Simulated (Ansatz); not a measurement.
Breaking the As1–N2 bond in AsN (multiplicity 1 held). Energies count from the point at 1.611 Å.


R- and RO- levels are restricted; in cc, def2 and unpolarised 6-31G sets they are followed outwards from rest. Unrestricted levels (U-) break spin symmetry where that is lower. Active spaces are followed from rest. Curves can end on different states.

Cores are frozen in the correlated methods. Filled d and f shells under p-block atoms count as core.

Codes used: Ansatz (Gaussian orbitals). Values without a source in brackets are computed.

```json
[
 {"level": "U-HF/cc-pVDZ", "energy at R = 6.446 Å (kcal/mol)": "11.47"},
 {"level": "R-SCS-MP2/cc-pVDZ", "energy at R = 6.446 Å (kcal/mol)": "53.28"},
 {"level": "U-SCS-MP2/cc-pVDZ", "energy at R = 6.446 Å (kcal/mol)": "57.15"},
 {"level": "U-CCSD/cc-pVDZ", "energy at R = 6.446 Å (kcal/mol)": "[?]"},
 {"level": "U-CCSD(T)/cc-pVDZ", "energy at R = 6.446 Å (kcal/mol)": "[?]"},
 {"level": "CASSCF(10,8)/cc-pVDZ", "energy at R = 6.446 Å (kcal/mol)": "89.94"},
 {"level": "SC-NEVPT2 on CASSCF(10,8)/cc-pVDZ", "energy at R = 6.446 Å (kcal/mol)": "90.98"},
 {"level": "FIC-NEVPT4(SD) on CASSCF(10,8)/cc-pVDZ", "energy at R = 6.446 Å (kcal/mol)": "88.29"},
 {"level": "FIC-MRCISD+Q on CASSCF(10,8)/cc-pVDZ", "energy at R = 6.446 Å (kcal/mol)": "88.80"}
]
```

Q: Complete the blanks.

A: 
- U-CCSD/cc-pVDZ, energy at R = 6.446 Å (kcal/mol): 77.86
- U-CCSD(T)/cc-pVDZ, energy at R = 6.446 Å (kcal/mol): 85.97

Doubts at one or more of the structures used: a spin-contaminated determinant (U-HF/cc-pVDZ, U-SCS-MP2/cc-pVDZ, U-CCSD/cc-pVDZ, U-CCSD(T)/cc-pVDZ); a restricted determinant that unrestricted orbitals would lower (R-SCS-MP2/cc-pVDZ); T1 above 0.05 (U-CCSD/cc-pVDZ, U-CCSD(T)/cc-pVDZ).

Ansatz is an electronic-structure program.
